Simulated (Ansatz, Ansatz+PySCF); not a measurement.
```yaml
atoms:
  - { symbol: C, position_ang: [0.0000, 0.0000, 0.0000] }
  - { symbol: H, position_ang: [0.6657, 0.6657, 0.6657] }
  - { symbol: H, position_ang: [0.6340, -0.6340, -0.6340] }
  - { symbol: H, position_ang: [-0.6340, 0.6340, -0.6340] }
  - { symbol: H, position_ang: [-0.6340, -0.6340, 0.6340] }
```

Basis set: 6-31G (spherical functions). Left uncorrelated: 1 orbital. Charge 0, multiplicity 1.

Computed with Ansatz (development build ahead of 0.2.0); each method stands on the lowest determinant of its kind that the runs found. Restricted open shells among the atoms or ions are ROHF, correlated in semicanonical orbitals with singles.

The atomization energy at this shape (free ground-state atoms in the same class of orbitals less the molecule, no zero-point energy) of singlet CH4:

| method | atomization energy |
| --- | --- |
| PBE0 (unrestricted) | 17.95 eV |
| RHF-MP2 | 15.87 eV |
| RHF | 13.80 eV |
| UHF | 13.78 eV |

(1) What does RHF-CCSD(T) give?

## Answers

(1) 16.07 eV.

This basis has no polarisation functions and is too small for such energies, which can lie far from measured ones in either direction.
